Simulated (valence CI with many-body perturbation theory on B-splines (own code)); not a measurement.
E1 transitions of W68+

Computed by configuration interaction combined with many-body perturbation theory (CI+MBPT): four valence electrons over a frozen Dirac-Fock core [He], radial functions for each j: 11 s, 11 p, 9 d, 7 f, 5 g, 2 h, 1 i, with the one-electron correlation potential Σ1 (screened to all orders), the two-electron term Σ2, the three-electron term Σ3, Breit, model QED; selected single and double excitations, second order for the rest (own B-spline code, finite nucleus).

The last digits are not significant, and no measured levels were compared; by estimate large intervals hold to a few tenths of a per cent, small ones and those within an open d or f shell to about a per cent. Among the levels kept, up to 270 cm⁻¹ of a level comes from second order outside the variational space, and about a tenth of that is noise between levels of different J, which matters for small intervals.

Lines 201 to 249 of 249 in falling wavelength, among levels below 12874 eV, chosen from the strongest by gf and those to the six lowest levels. Wavelengths and rates use the calculated energies. Electric multipoles are in the length gauge, E1 and E2 with the static RPA response of the core. Weak lines are less certain than strong ones. Lines between different terms over intervals too small for the method are left out, as are lines whose strength nearly cancels. The highest levels of a list are the least certain.

Levels are named by their leading jj configuration (3d3/2^4 stands for four electrons in 3d with j = 3/2), which in mixed levels can hold well under half, so a name can repeat and another be missing. Letters in brackets count levels of one name in rising energy.

```tsv
λ vac (Å)	Upper	Lower	A (s⁻¹)	S (a.u.) with core polarisation	S without
1.132	(2s 2p1/2 2p3/2 3d3/2) J=3 [a]	(2s 2p1/2^2 2p3/2) J=2	3.99e+14	2.00e-03	2.00e-03
1.131	(2s 2p1/2 2p3/2 3d3/2) J=2 [c]	(2s 2p1/2^2 2p3/2) J=1	3.32e+12	1.18e-05	1.19e-05
1.130	(2s 2p1/2 2p3/2 3d3/2) J=1 [c]	(2s 2p1/2^2 2p3/2) J=1	2.78e+14	5.93e-04	5.93e-04
1.128	(2s 2p1/2 2p3/2 3d5/2) J=2 [a]	(2s 2p1/2^2 2p3/2) J=1	1.74e+14	6.19e-04	6.19e-04
1.128	(2s 2p1/2 2p3/2 3d3/2) J=1 [d]	(2s 2p1/2^2 2p3/2) J=1	1.32e+15	2.79e-03	2.79e-03
1.127	(2s 2p1/2 2p3/2 3d3/2) J=3 [b]	(2s 2p1/2^2 2p3/2) J=2	1.52e+15	7.50e-03	7.51e-03
1.127	(2s 2p1/2 2p3/2 3d3/2) J=2 [d]	(2s 2p1/2^2 2p3/2) J=1	1.68e+15	5.95e-03	5.96e-03
1.127	(2s 2p1/2 2p3/2 3d3/2) J=2 [b]	(2s 2p1/2^2 2p3/2) J=2	1.55e+15	5.47e-03	5.47e-03
1.126	(2s 2p1/2 2p3/2 3d3/2) J=0 [b]	(2s 2p1/2^2 2p3/2) J=1	1.97e+15	1.39e-03	1.39e-03
1.126	(2s 2p1/2 2p3/2 3d5/2) J=1 [a]	(2s 2p1/2^2 2p3/2) J=1	2.97e+14	6.28e-04	6.28e-04
1.126	(2s 2p1/2 2p3/2 3d3/2) J=1 [b]	(2s 2p1/2^2 2p3/2) J=2	1.67e+15	3.53e-03	3.53e-03
1.124	(2s^2 2p1/2 3d3/2) J=1	(2s^2 2p1/2^2) J=0	1.91e+15	4.01e-03	4.02e-03
1.123	(2s 2p1/2 2p3/2 3d5/2) J=2 [b]	(2s 2p1/2^2 2p3/2) J=1	7.82e+12	2.74e-05	2.74e-05
1.123	(2s^2 2p3/2 3d3/2) J=2	(2s^2 2p1/2 2p3/2) J=2	7.20e+14	2.52e-03	2.52e-03
1.123	(2p1/2^2 2p3/2 3s) J=2	(2s^2 2p1/2 2p3/2) J=2	9.21e+12	3.22e-05	3.21e-05
1.122	(2s^2 2p3/2 3d3/2) J=3	(2s^2 2p1/2 2p3/2) J=2	1.44e+15	7.04e-03	7.04e-03
1.122	(2s 2p1/2 2p3/2 3d5/2) J=1 [b]	(2s 2p1/2^2 2p3/2) J=1	4.43e+13	9.27e-05	9.28e-05
1.122	(2s^2 2p3/2 3d3/2) J=1	(2s^2 2p1/2 2p3/2) J=2	2.49e+14	5.21e-04	5.21e-04
1.122	(2p1/2^2 2p3/2 3s) J=1	(2s^2 2p1/2 2p3/2) J=2	1.49e+13	3.11e-05	3.10e-05
1.121	(2s 2p1/2 2p3/2 3d5/2) J=0	(2s 2p1/2^2 2p3/2) J=1	9.62e+12	6.70e-06	6.71e-06
1.121	(2s^2 2p3/2 3d3/2) J=2	(2s^2 2p1/2 2p3/2) J=1	7.28e+14	2.53e-03	2.53e-03
1.121	(2s 2p1/2 2p3/2 3d3/2) J=3 [c]	(2s 2p1/2^2 2p3/2) J=2	2.11e+13	1.02e-04	1.02e-04
1.121	(2p1/2^2 2p3/2 3s) J=2	(2s^2 2p1/2 2p3/2) J=1	7.08e+12	2.46e-05	2.46e-05
1.120	(2s^2 2p3/2 3d3/2) J=1	(2s^2 2p1/2 2p3/2) J=1	1.20e+15	2.49e-03	2.49e-03
1.120	(2p1/2^2 2p3/2 3s) J=1	(2s^2 2p1/2 2p3/2) J=1	3.07e+12	6.39e-06	6.38e-06
1.119	(2s^2 2p3/2 3d3/2) J=0	(2s^2 2p1/2 2p3/2) J=1	1.46e+15	1.01e-03	1.01e-03
1.119	(2s 2p1/2 2p3/2 3d5/2) J=2 [a]	(2s 2p1/2^2 2p3/2) J=2	3.68e+12	1.27e-05	1.27e-05
1.119	(2s 2p1/2 2p3/2 3d5/2) J=3 [a]	(2s 2p1/2^2 2p3/2) J=2	2.24e+13	1.09e-04	1.09e-04
1.116	(2s 2p1/2 2p3/2 3d5/2) J=3 [b]	(2s 2p1/2^2 2p3/2) J=2	1.62e+12	7.76e-06	7.77e-06
1.112	(2s 2p1/2 2p3/2 3p3/2) J=3 [a]	(2s^2 2p1/2 2p3/2) J=2	3.68e+13	1.75e-04	1.75e-04
1.110	(2s^2 2p3/2 3d5/2) J=3	(2s^2 2p1/2 2p3/2) J=2	1.37e+13	6.48e-05	6.48e-05
1.110	(2s 2p1/2 2p3/2 3p3/2) J=2 [a]	(2s^2 2p1/2 2p3/2) J=2	5.63e+13	1.90e-04	1.90e-04
1.109	(2s 2p1/2 2p3/2 3p3/2) J=1 [a]	(2s^2 2p1/2 2p3/2) J=1	3.38e+14	6.84e-04	6.83e-04
1.108	(2s 2p1/2 2p3/2 3p3/2) J=2 [a]	(2s^2 2p1/2 2p3/2) J=1	2.63e+14	8.81e-04	8.81e-04
1.107	(2s 2p1/2 2p3/2 3p3/2) J=2 [b]	(2s^2 2p1/2 2p3/2) J=2	2.66e+14	8.89e-04	8.88e-04
1.106	(2s 2p1/2 2p3/2 3p3/2) J=0 [a]	(2s^2 2p1/2 2p3/2) J=1	5.39e+14	3.60e-04	3.60e-04
1.106	(2s 2p1/2 2p3/2 3p3/2) J=3 [b]	(2s^2 2p1/2 2p3/2) J=2	3.03e+14	1.41e-03	1.41e-03
1.105	(2s 2p1/2 2p3/2 3p3/2) J=1 [b]	(2s^2 2p1/2 2p3/2) J=2	5.25e+14	1.05e-03	1.05e-03
1.105	(2s 2p1/2^2 3p3/2) J=1	(2s^2 2p1/2^2) J=0	5.32e+14	1.06e-03	1.06e-03
1.105	(2s 2p1/2 2p3/2 3p3/2) J=2 [b]	(2s^2 2p1/2 2p3/2) J=1	2.53e+13	8.41e-05	8.41e-05
1.103	(2s 2p1/2 2p3/2 3p3/2) J=1 [b]	(2s^2 2p1/2 2p3/2) J=1	1.22e+13	2.42e-05	2.42e-05
1.100	(2s 2p1/2 2p3/2 3p3/2) J=2 [c]	(2s^2 2p1/2 2p3/2) J=2	2.97e+13	9.75e-05	9.74e-05
1.100	(2s 2p1/2 2p3/2 3p3/2) J=3 [c]	(2s^2 2p1/2 2p3/2) J=2	2.09e+14	9.62e-04	9.61e-04
1.099	(2s 2p1/2 2p3/2 3p3/2) J=2 [c]	(2s^2 2p1/2 2p3/2) J=1	2.67e+14	8.73e-04	8.73e-04
1.098	(2s 2p1/2 2p3/2 3p3/2) J=2 [d]	(2s^2 2p1/2 2p3/2) J=2	2.11e+14	6.91e-04	6.90e-04
1.098	(2s 2p1/2 2p3/2 3p3/2) J=1 [c]	(2s^2 2p1/2 2p3/2) J=2	5.56e+13	1.09e-04	1.09e-04
1.097	(2s 2p1/2 2p3/2 3p3/2) J=2 [d]	(2s^2 2p1/2 2p3/2) J=1	6.37e+12	2.07e-05	2.07e-05
1.097	(2s 2p1/2 2p3/2 3p3/2) J=1 [c]	(2s^2 2p1/2 2p3/2) J=1	1.80e+14	3.51e-04	3.51e-04
1.096	(2s 2p1/2 2p3/2 3p3/2) J=1 [d]	(2s^2 2p1/2 2p3/2) J=1	1.60e+13	3.11e-05	3.11e-05
```
